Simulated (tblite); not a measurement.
H3Al, triplet, at a GFN2-xTB geometry (such geometries of metal compounds can be far from the true shape) (a higher spin typed on purpose: for a closed-shell molecule this is an excited state); GFN1-xTB run with tblite 0.6.0.

Input for tblite:
```
$ tblite run mol.xyz --method gfn1 --charge 0 --spin 2 --etemp 2000 --json tblite.json --no-restart

# file mol.xyz
4

Al    -0.00852086     0.11601664     0.09405889
H      0.59235466    -1.44177485     0.61327871
H     -0.41209475     1.22776837    -0.98292216
H     -0.06948873    -1.29420984    -0.85312208
```

The log (banner, timings and long lists left out):

```
xTB calculator
 | screened Coulomb repulsion
 | Coulomb electrostatics
 |  * isotropic Klopman-Ohno-Mataga-Nishimoto electrostatics
 |  * onsite third-order electrostatics
 | DFT-D3(BJ) dispersion correction

halogen bonding energy    0.0000000000000E+00 Eh
repulsion energy          5.7121189372641E-03 Eh
dispersion energy        -4.1864458219207E-04 Eh
number of electrons       6.0000000000000E+00 e
integral cutoff           4.0000000000000E+01 bohr

------------------------------------------------------------
  cycle        total energy    energy error   density error
------------------------------------------------------------
      1     -2.709498309863  -2.7147918E+00   2.3473723E-01
      2     -2.713424716372  -3.9264065E-03   1.2064636E-01
      3     -2.713971843012  -5.4712664E-04   2.3903220E-02
      4     -2.714061551900  -8.9708888E-05   8.6351197E-03
      5     -2.714086084135  -2.4532235E-05   1.0781903E-03
      6     -2.714086515843  -4.3170808E-07   7.9440548E-05
      7     -2.714086518346  -2.5030737E-09   1.1694076E-05
------------------------------------------------------------

electronic energy        -2.7193799927015E+00 Eh
total energy             -2.7140865183465E+00 Eh

Post processing:
 | Mayer-Wiberg bond orders

[Info] JSON dump of results written to 'tblite.json'
```
